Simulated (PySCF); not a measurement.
## Correlation energy of Dy (dysprosium, neutral)

[Xe] 4f10 5d2, one real determinant (an excited configuration). All numbers are calculated (PySCF 2.14, scalar relativity by spin-free X2C-1e, in x2c-TZVPPall (11s7p7d4f2g, 113 functions)). Frozen: [Kr] 4d10; 20 electrons correlated.

MP2 pair energies summed by pair of shells (mhartree):

```csv
pair,energy,share (%)
4f-4f,-340.76,42.6
4f-5p,-203.98,25.5
5p-5p,-110.35,13.8
4f-5s,-48.56,6.1
5s-5p,-32.34,4.0
5p-5d,-32.05,4.0
4f-5d,-19.84,2.5
5s-5s,-5.96,0.7
5s-5d,-3.65,0.5
5d-5d,-3.16,0.4
```

Total MP2 correlation energy: -800.65 mhartree.

Same-spin part -325.02 and opposite-spin part -475.63 mhartree; SCS-MP2 scales them by 1/3 and 6/5 to -679.10 mhartree.

The reference is one real determinant that mixes LS terms of this configuration.
